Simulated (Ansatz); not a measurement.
C2H6BClSi, SMILES `[SiH3]C1CB1Cl` at its PBE0-D4/def2-TZVP geometry, where that method's forces vanish. Charge 0, multiplicity 1.

```xyz
11

Si   -1.5301    0.3968   -0.1086
C     0.0272   -0.4343    0.4603
C     1.1920   -0.6033   -0.5862
B     1.3171    0.3384    0.5897
Cl    2.2626    1.4409    1.5020
H    -2.3227    0.8896    1.0484
H    -2.3773   -0.5299   -0.9083
H    -1.1639    1.5527   -0.9727
H    -0.1378   -1.2656    1.1449
H     1.0025   -0.2378   -1.5921
H     1.7304   -1.5474   -0.5774
```

Question: What forces (eV/Å) does PBE-D4/def2-TZVPP give on these atoms in Ansatz 0.2.0? (Best estimate.)

Answer: Computed: 
```
Si1 -0.041  0.008  0.014
C2  -0.123  0.012  0.067
C3   0.100 -0.024 -0.087
B4   0.056  0.082  0.047
Cl5  0.120  0.142  0.119
H6  -0.086  0.056  0.114
H7  -0.093 -0.092 -0.089
H8   0.034  0.113 -0.085
H9  -0.055 -0.163  0.138
H10 -0.027  0.061 -0.217
H11  0.116 -0.195 -0.022
```
